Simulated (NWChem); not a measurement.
System: AlHSeF₂; SMILES [F][Al]([F])[SeH]

Input file for NWChem:

```
start job
memory heap 200 mb stack 900 mb global 1100 mb
geometry units angstroms noautoz
  Al     0.002154    -0.986196     0.000000
  F     -1.397312    -1.865265     0.000000
  F      1.446924    -1.791608     0.000000
  Se    -0.073422     1.295825     0.000000
  H      1.397928     1.350312     0.000000
end
basis spherical
  * library def2-tzvp
end
dft
  xc b3lyp
  iterations 150
  vectors input atomic output neutral.movecs
end
task dft energy
charge 1
dft
  odft
  mult 2
  vectors input atomic output cation.movecs
end
task dft energy
```

Coordinates come from a PBE0/def2-SVP optimisation.

Ions are spin-unrestricted doublets at the neutral geometry; other ion states weren't tried.

Problem. What results follow from this input? (B3LYP/def2-TZVP, vertical spin-unrestricted ions.) Quantities: vertical ionisation energy, ΔSCF (eV); −ε(HOMO) (eV).

Solution. 
```yaml
vertical ionisation energy, ΔSCF (eV): 10.38
"−ε(HOMO) (eV)": 7.69
```
